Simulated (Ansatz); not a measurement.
Nudged elastic band run: C2H8AlN

The input (input.yaml):

```yaml
crystal:
  periodic: [false, false, false]
  atoms:
    - { symbol: C, position_ang: [-0.494203, 1.641372, -0.819283] }
    - { symbol: Al, position_ang: [-0.075071, -0.1372, -0.061828] }
    - { symbol: C, position_ang: [1.189424, -0.440815, 1.430689] }
    - { symbol: "N", position_ang: [-0.88546, -1.571733, -0.781432] }
    - { symbol: H, position_ang: [-1.150815, 1.585835, -1.699687] }
    - { symbol: H, position_ang: [-0.996427, 2.289097, -0.083163] }
    - { symbol: H, position_ang: [0.416326, 2.179287, -1.126852] }
    - { symbol: H, position_ang: [2.16243, -0.811431, 1.06896] }
    - { symbol: H, position_ang: [0.818368, -1.190312, 2.146744] }
    - { symbol: H, position_ang: [1.394126, 0.479179, 1.998328] }
    - { symbol: H, position_ang: [-0.759444, -2.537005, -0.478092] }
    - { symbol: H, position_ang: [-1.542353, -1.541374, -1.560583] }
basis:
  gaussian: { orbitals: def2-mTZVP }
hamiltonian:
  xc: blyp
neb:
  order_check: false
  images: 5
  f_tol: 0.03
  max_iterations: 60
  initial_path: idpp
  spring: 0.1
  final_atoms:
    - { symbol: C, position_ang: [-0.592157, 1.64619374, -0.73081576] }
    - { symbol: Al, position_ang: [-0.05510016, -0.14429319, -0.08273996] }
    - { symbol: C, position_ang: [1.17012811, -0.44244869, 1.4421852] }
    - { symbol: "N", position_ang: [-0.72721267, -1.5851677, -0.92121623] }
    - { symbol: H, position_ang: [-1.34986782, 1.60258236, -1.52660853] }
    - { symbol: H, position_ang: [-1.00744191, 2.26660322, 0.07871602] }
    - { symbol: H, position_ang: [0.26611329, 2.20661011, -1.13410482] }
    - { symbol: H, position_ang: [1.54620888, -1.47488456, 1.48974548] }
    - { symbol: H, position_ang: [0.67614567, -0.2393654, 2.40593951] }
    - { symbol: H, position_ang: [2.04673058, 0.22207563, 1.40205304] }
    - { symbol: H, position_ang: [-0.52000873, -2.55484569, -0.68265428] }
    - { symbol: H, position_ang: [-1.37663725, -1.55815983, -1.70669868] }
```

Launched with:

```bash
$ ansatz run input.yaml --threads 2 --pin off --max-ram 3072MiB --backend cpu --events-out ev --progress --plain --runs-dir out
```

Output, in part (warnings, iteration lines, the closing report on the highest movable image, with atoms numbered from 0):

```
NEB end point (image 0): max|allowed force component| = 1.293e-2 eV/Å (the criterion of neb.relax_end_points is 1.000e-2)
NEB end point (image 6): max|allowed force component| = 1.390e-2 eV/Å (the criterion of neb.relax_end_points is 1.000e-2)
NEB iter   1: max|band force component| = 7.678e-1 eV/Å  barrier→ = 0.0262 eV  barrier← = 0.0297 eV  Δτ_max = 0.0246 Å  (198 SCF iters)
NEB iter   2: max|band force component| = 3.386e-1 eV/Å  barrier→ = 0.0047 eV  barrier← = 0.0083 eV  CI = image 2  Δτ_max = 0.0167 Å  (152 SCF iters)
NEB iter   3: max|band force component| = 3.089e-2 eV/Å  barrier→ = 0.0013 eV  barrier← = 0.0049 eV  CI = image 2  Δτ_max = 0.0110 Å  (153 SCF iters)
NEB iter   4: max|band force component| = 6.926e-3 eV/Å  barrier→ = 0.0012 eV  barrier← = 0.0048 eV  CI = image 2  Δτ_max = 0.0000 Å  (395 SCF iters)
Total energy: -10292.17357547 eV, -378.2304026127 hartree
Atom 0 at    -0.659030     1.647144    -0.684433 Å, force    -0.001180     0.000636     0.001785 eV/Å
Atom 1 at    -0.050447    -0.136575    -0.083805 Å, force    -0.000951    -0.004452     0.002022 eV/Å
Atom 2 at     1.178436    -0.439834     1.438912 Å, force    -0.004979     0.001421    -0.006249 eV/Å
Atom 3 at    -0.652030    -1.578568    -0.972825 Å, force    -0.003018    -0.001180    -0.003898 eV/Å
Atom 4 at    -1.322741     1.601368    -1.560031 Å, force     0.001942    -0.001683     0.001775 eV/Å
Atom 5 at    -1.207942     2.177580     0.109651 Å, force     0.000451     0.001798    -0.000024 eV/Å
Atom 6 at     0.188629     2.296565    -0.954123 Å, force    -0.000541     0.001137    -0.000783 eV/Å
Atom 7 at     2.081314    -0.992143     1.135763 Å, force     0.003663    -0.000931    -0.000007 eV/Å
Atom 8 at     0.706493    -1.034091     2.236819 Å, force    -0.002118     0.000013    -0.000086 eV/Å
Atom 9 at     1.515238     0.501290     1.896673 Å, force     0.004954     0.003476     0.004670 eV/Å
Atom 10 at    -0.410518    -2.546273    -0.761634 Å, force    -0.000280     0.000444     0.002484 eV/Å
Atom 11 at    -1.290501    -1.551562    -1.767167 Å, force     0.002057    -0.000678    -0.001690 eV/Å
Dipole moment:    -0.047825    -0.127067    -0.070634 e Å
```

The forces met the threshold. The top lies less than 8 meV above the higher end, about what the thresholds resolve: the motion is nearly free. Another band between the same ends (5 images) ends at a top of the same energy, where a vibrational analysis finds 1 clearly imaginary mode.

Final band (atoms are numbered from 1 in the order of the input):

```
image  path coordinate (Å)  energy (eV)  height of N4 over the plane of its neighbours (Å)
    0                 0.00        0.000                                               0.00
    1                 0.30        0.001                                               0.00
    2                 0.59        0.001                                               0.00
    3                 0.91        0.001                                               0.00
    4                 1.22       -0.001                                               0.00
    5                 1.53       -0.002                                               0.00
    6                 1.84       -0.004                                               0.00
```

The run took 25 s on 2 threads of Intel(R) Xeon(R) 6975P-C (Granite Rapids), on a shared host, peak memory 0.21 GiB.
